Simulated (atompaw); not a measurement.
**What the settings do to the PAW (atompaw) potential of B (Z = 5)**

Base potential:

| Item | Value |
| --- | --- |
| Element | boron (B) |
| Generator | atompaw 4.2.0.5 |
| Type | PAW |
| Functional | PBEsol |
| Relativity | scalar-relativistic |
| Frozen core | [He] |
| Valence charge | 3 |
| Reference configuration | 2s2 2p1 |
| Partial waves | 2s (bound): rc 2.85 bohr; 2s channel at 2.7 Ry: rc 2.85 bohr; 2p (bound): rc 2.85 bohr; 2p channel at 3.05 Ry: rc 2.85 bohr |
| Local potential | bessel scheme, radius 2.25 bohr |
| Core correction | smooth core density matched at 2.25 bohr |
| Augmentation charge | besselshape compensation charge, radius 2.60 bohr; PAW radius 2.85 bohr; waves and projectors: custom rrkj vanderbiltortho |

All-electron outer shells of the reference configuration (PBEsol, scalar-relativistic, ld1.x):

```
shell  level (eV)  outermost node (bohr)  outermost maximum (bohr)
   1s     -179.55                      –                      0.21
   2s       -9.36                   0.46                      1.52
   2p       -3.56                      –                      1.59
```

Cutoffs, loose and tight: the cutoffs (Ry, on a coarse ladder) from which the occupation-weighted sum of valence levels, in a spherical-Bessel basis at the reference potential, stays within 10 and 1 mRy of its value at 400 Ry. They see the waves, projectors and local potential, not the compensation charge or the core. A dash means not determined.

```tsv
change	outcome	cutoff, loose	cutoff, tight	bound ghosts
base	generated	6 Ry	10 Ry	none
functional PBE	generated	6 Ry	10 Ry	none
core correction smooth core density matched at 2.20 bohr	generated	6 Ry	10 Ry	none
local potential troulliermartins scheme with l = 2 at 0 Ry, radius 2.25 bohr	generated	6 Ry	10 Ry	none
wave 2s channel at 2.7 Ry: rc 2.85 bohr becomes 2s channel at 2.7 Ry: rc 2.28 bohr	generated	6 Ry	10 Ry	none
wave 2p channel at 3.05 Ry: rc 2.85 bohr becomes 2p channel at -0.09 Ry: rc 2.85 bohr	generated	8 Ry	10 Ry	none
augmentation besselshape compensation charge, radius 2.24 bohr; PAW radius 2.85 bohr; waves and projectors: custom rrkj vanderbiltortho	generated	6 Ry	10 Ry	none
reference 2s1.5 2p1.5	generated	8 Ry	10 Ry	none
local potential bessel scheme, radius 1.38 bohr	generated	8 Ry	10 Ry	none
augmentation sinc compensation charge, radius 2.60 bohr; PAW radius 2.85 bohr; waves and projectors: custom rrkj vanderbiltortho	generated	6 Ry	10 Ry	none
augmentation besselshape compensation charge, radius 2.60 bohr; PAW radius 2.85 bohr; waves and projectors: modrrkj vanderbiltortho	generated	6 Ry	8 Ry	none
wave 2p channel at 3.05 Ry: rc 2.85 bohr becomes 2p channel at 3.05 Ry: rc 1.82 bohr	generated	6 Ry	8 Ry	none
```

(1) What comes out with this change to the base: all radii scaled by about 0.88 (s 2.52, p 2.52 bohr); local potential bessel scheme, radius 1.98 bohr; augmentation besselshape compensation charge, radius 2.30 bohr; PAW radius 2.52 bohr; waves and projectors: custom rrkj vanderbiltortho; core correction smooth core density matched at 1.98 bohr?

## Answers

(1) outcome: generated; cutoff, loose: 8 Ry; cutoff, tight: 12 Ry; bound ghosts: none.
